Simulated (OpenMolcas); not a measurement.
Ag3+: moving the ligands

Ag3+ with 6 ligands (water) in octahedral coordination (Th) at 2.11 Å. Ligand basis ANO-RCC-VDZP.

- Program: OpenMolcas 26.06
- Method: CASSCF
- Basis: ANO-RCC-VDZP [6s5p3d1f]
- Scalar Hamiltonian: DKH2, point nucleus
- Active space: 8 electrons in 5 orbitals (4d)
- State averaging: 2S+1 = 3 even, 10 roots; 2S+1 = 1 even, 15 roots
- Spin-orbit coupling: RASSI with atomic mean-field integrals over the reference wave functions

Runs around this geometry, states (labels of O, taken over from Oh, the nearest higher group). Energies in cm-1 above the lowest state or level, χT in cm3 K/mol; 10Dq and B are least-squares fits to the states below 45000 cm-1, weighted by degeneracy, with a free offset, and given where the rms deviation is under 5 % of |10Dq| (or 100 cm-1) and under 700 cm-1.

```
R (Å)  Ground state  First state of that spin   10Dq  B (rms of fit)  First gap with spin-orbit (degeneracies)  χT at 300 K  First state of another spin
 2.07           3A2                 3T2 19378  18800       896 (219)                              11810 (3, 2)        1.249                     1E 12184
 2.11           3A2                 3T2 17596  17015       897 (211)                              11642 (3, 2)        1.277                     1E 12132
 2.16           3A2                 3T2 15640  15191       883 (218)                              11354 (3, 2)        1.312                     1E 12057
```

Taking |10Dq| as R^-n, n = -ln(15191 / 18800) / ln(2.16 / 2.07) = 5.0 between the shortest and longest distance. The point-charge formula for a cubic d site gives n = 5.

Without dynamic correlation the repulsion within the d shell is too large (B by tens of per cent), so at a given field states of lower spin stand too high. Real 4d8 and 5d8 ions are as a rule square planar and diamagnetic. The least metal-like active orbital is 75 % on the metal (Löwdin) and no ligand orbital is active, so the numbers are rough. With metal d orbitals alone the field can be off either way by tens of per cent. Ligand-to-metal charge-transfer states are missing. With no ligand orbital active B as a rule stays too high, so bands that hang on it stand too high and its fall with covalency is understated. No measured value stands beside these numbers; the geometry is a model, was not optimised and need not be the one that this ion takes.
